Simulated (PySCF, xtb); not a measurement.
borohydride (BH4), SMILES [BH4-], charge -1.

xtb 6.7.1 with GFN2-xTB at its own geometry gives an orbital gap of 16.94 eV.

Geometry: B3LYP-D3(BJ)/def2-TZVPD.

Question: What does CAM-B3LYP/def2-TZVPD run with PySCF give? (Estimate from the structure and the level; the computed values follow.)

Answer: gap 7.83 eV (levels -3.39 and 4.44 eV).
